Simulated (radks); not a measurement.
Problem. The silicon ion Si2+, [Ne] 3s2. All-electron calculation, non-relativistic Kohn-Sham, r2SCAN, spin-polarised, spherical densities, point nucleus; meta-GGA in the generalised Kohn-Sham scheme. Program: a radial shooting solver on a logarithmic mesh with Libxc functionals. Every spin shell is full or empty, so the densities are truly spherical. Functionals are evaluated on that one density, not self-consistently. Rank these orbital-free kinetic functionals by their error against the exact value of the orbitals, and give that value: Thomas-Fermi, von Weizsacker, TF + vW, TF + vW/9, TF + vW/5, LC94, APBEK, revAPBEK, Thakkar, Pearson, LKT, PG1, DePristo-Kress, Ernzerhof.

Solution. Exact: 288.053 hartree. From best to worst, with 100 (|E| - |E exact|)/|E exact| (equal figures are ties): Thakkar +0.04, DePristo-Kress +0.06, LC94 +0.20, Ernzerhof +0.24, APBEK +0.34, TF + vW/9 -0.46, revAPBEK +0.73, Pearson -1.70, TF + vW/5 +5.20, Thomas-Fermi -7.52, PG1 +26.48, LKT +32.52, von Weizsacker -36.40, TF + vW +56.08.
